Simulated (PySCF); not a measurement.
Compound: C5H7NO2.
Cartesian coordinates in Å at the GFN2-xTB level; atoms count from 1:
```xyz
15
C5H7NO2 angstrom
N      2.168   -0.739    0.517
C      1.182   -0.640   -0.402
O      1.106   -1.368   -1.363
C      0.180    0.477   -0.096
C     -0.703    0.110    1.072
C     -1.964    0.085    0.660
O     -2.151    0.405   -0.639
C     -0.865    0.634   -1.215
H      2.203   -0.147    1.327
H      2.849   -1.473    0.422
H      0.744    1.398    0.089
H     -0.339   -0.106    2.055
H     -2.861   -0.139    1.210
H     -0.692   -0.119   -1.994
H     -0.863    1.629   -1.665
```

The closed-shell SCF was solved with PySCF and density fitting under several settings on one GFN2-xTB geometry (grid level 2 and gas phase unless stated).

| settings | basis functions | SCF cycles | E (Eh) | HOMO (eV) | LUMO (eV) | dipole (D) |
| --- | --- | --- | --- | --- | --- | --- |
| PBE0/pcSseg-1 | 171 | 15 | -399.4391 | -6.32 | 0.35 | 4.11 |
| PBE0/def2-SVPD | 222 | 15 | -399.2177 | -6.39 | 0.13 | 4.16 |

**Question.** Estimate the rows for these settings: (1) PBE0/6-311G**; (2) BHandHLYP/pcSseg-1, fitting basis def2-universal-jkfit.

**Answer.** 
```csv
settings,basis functions,SCF cycles,E (Eh),HOMO (eV),LUMO (eV),dipole (D)
PBE0/6-311G**,186,15,-399.5820,-6.19,0.47,4.04
"BHandHLYP/pcSseg-1, fitting basis def2-universal-jkfit",171,11,-399.6541,-7.47,1.42,4.28
```

**Question.** Over all rows, what range does the HOMO–LUMO gap span?

**Answer.** From 6.52 eV (PBE0/def2-SVPD) to 8.89 eV (BHandHLYP/pcSseg-1, fitting basis def2-universal-jkfit). The functional of the narrowest has 25 % exact exchange, that of the widest 50 % exact exchange.

**Question.** And the dipole moment?

**Answer.** From 4.04 D (PBE0/6-311G**) to 4.28 D (BHandHLYP/pcSseg-1, fitting basis def2-universal-jkfit); the largest is 1.06 times the smallest, and the median is 4.13 D.

**Question.** Compare two rows with the functional PBE0: PBE0/pcSseg-1 and PBE0/6-311G**. Which energy is lower, and by how much?

**Answer.** PBE0/6-311G** (186 functions) lies 0.1429 Eh or 90 kcal/mol below PBE0/pcSseg-1 (171 functions).

Whole jobs, the steps after the SCF included, on one thread of an Arm Neoverse V1, on a shared host:

```tsv
settings	work after the SCF	wall time	peak memory
PBE0/pcSseg-1	shieldings, ring-centre shieldings, charges and field gradients	22 s	0.76 GiB
PBE0/def2-SVPD	6 singlets by full TDDFT, 2 Tamm–Dancoff triplets, polarisability	35 s	0.85 GiB
PBE0/6-311G**	12 singlets by full TDDFT, 5 Tamm–Dancoff triplets, polarisability	37 s	0.81 GiB
BHandHLYP/pcSseg-1, fitting basis def2-universal-jkfit	shieldings, ring-centre shieldings	20 s	0.74 GiB
```

Cycle counts include a coarse-grid stage where the run had one. All basis functions are spherical, in the Pople sets too.

One conformer stands for the species.
